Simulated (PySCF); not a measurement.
# Computed vibrations of [Dy(BH4)2]+

[Dy(BH4)2]+ (singlet in the valence; each metal's 4f electrons, 9 of them, lie in its core potential, out of spins and levels). PySCF 2.14.0, RKS PBE0, Dy lcecp-1-SVP with ECP55, B def2-SVP, H def2-SVP; non-relativistic Hamiltonian with scalar-relativistic core potentials where named; density fitting; no spin-orbit coupling. Central differences of gradients.

```xyz
11

Dy    0.0000    0.0000    0.0000
B     0.0000    0.0000    2.4050
H     0.0000    0.0000    3.6014
H     1.1544    0.0180    1.8777
H    -0.5927    0.9907    1.8777
H    -0.5616   -1.0087    1.8777
B     0.0000    0.0000   -2.4050
H     0.0000    0.0000   -3.6014
H     1.1544   -0.0180   -1.8777
H    -0.5927   -0.9907   -1.8777
H    -0.5616    1.0087   -1.8777
```

Run from Python with OMP_NUM_THREADS=2. Where DIIS fails, smearing, a level shift and second-order steps follow.
It took 49 s on 2 threads of Intel(R) Xeon(R) 6975P-C (Granite Rapids), with other jobs on the host.

Problem. What are the harmonic wavenumbers and infrared intensities?

Solution. Modes are labelled in D3; negative numbers are unstable modes, those under 60 cm⁻¹ near the noise; a finer grid moves soft modes by up to 10 cm⁻¹.
```tsv
cm⁻¹	km/mol	symmetry
-74	–	e
-74	–	e
154	0.0	a1
546	0.0	a1
552	148.7	a2
623	0.4	e
623	0.4	e
648	0.0	e
648	0.0	e
1093	6.5	e
1093	6.5	e
1093	37.3	e
1093	37.3	e
1247	751.7	a2
1263	0.1	e
1263	0.1	e
1277	14.1	e
1277	14.1	e
1278	0.0	a1
2185	19.9	e
2185	19.9	e
2186	297.4	e
2186	297.4	e
2201	464.3	a2
2209	0.0	a1
2725	0.0	a1
2725	54.9	a2
```

Problem. Is this a minimum?

Solution. No: 2 unstable; the lowest moves the atoms so:
```
Dy  -0.01  0.05  0.00
B    0.08 -0.28  0.00
H    0.13 -0.47  0.00
H    0.06 -0.20 -0.05
H    0.06 -0.20  0.18
H    0.06 -0.20 -0.13
B    0.08 -0.28  0.00
H    0.13 -0.47  0.00
H    0.06 -0.20  0.05
H    0.06 -0.20  0.13
H    0.06 -0.20 -0.18
```

An lcecp potential fixes the number of 4f electrons, so in runs with it no electron can move into or out of that shell.
